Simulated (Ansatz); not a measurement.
`[TeH]C1=NC1` + `C#CCO` → `C#CC[TeH]` + `OC1=NC1` at 600 K and 1 bar (formal exchange of groups at a Te–C bond).

Calculated with Ansatz (gas phase, PBE0-D4/def2-TZVP geometries, no zero-point term in ΔE). CCSD(T)/CBS adds triple-zeta CCSD(T) − MP2 to the extrapolated MP2 energy (def2 sets, frozen cores). This one scheme is used for every species. Elements past krypton have def2 core potentials. For Te outer-core shells are correlated without core-valence functions, which leaves a few kJ/mol of doubt a bond. One conformer a species, not always the lowest.

```csv
species,CCSD(T)/CBS energy (Eh),H − E (kJ/mol),S (J/(mol·K))
`[TeH]C1=NC1`,-400.24331,154.9,373.1
`C#CCO`,-191.65368,204.4,348.3
`C#CC[TeH]`,-384.20943,187.7,396.4
`OC1=NC1`,-207.69976,170.9,322.7
```

H − E and S are ideal-gas, rigid-rotor, harmonic terms from PBE0-D4/def2-TZVP, for one conformer and one mirror image of each species. 1 Eh = 2625.50 kJ/mol, R = 8.31446 J/(mol·K).

Q: By hand: ΔE, ΔH, ΔS and ΔG.

A: ΔE = (-384.20943) + (-207.69976) − (-400.24331) − (-191.65368) = -0.01220 Eh = -32.0 kJ/mol. Δ(H − E) = 187.7 + 170.9 − 154.9 − 204.4 = -0.7, so ΔH = -32.7 kJ/mol. ΔS = 396.4 + 322.7 − 373.1 − 348.3 = -2.3 J/(mol·K). ΔG = -32.7 − 600 × (-2.3)/1000 = -31.3 kJ/mol.

Q: By hand: the equilibrium constant, and the temperature at which ΔG would vanish if ΔH and ΔS stayed fixed.

A: log₁₀ K = −ΔG/(RT ln 10) = 2.7. ΔG = 0 at ΔH/ΔS = 14217 K, far beyond where these terms or the molecules hold.

The number of gas molecules stays the same, so ΔS is small and ΔH decides. A doubt of 5 kJ/mol in ΔE shifts log₁₀ K by 0.4 here. Other conformers and mirror images would add mixing entropy, several J/(mol·K) or more a flexible species. These are equilibria of isolated gas molecules and say nothing of rates. Largest T1 diagnostic: 0.013 (customary marks: 0.02 for closed shells, 0.045 for open ones).
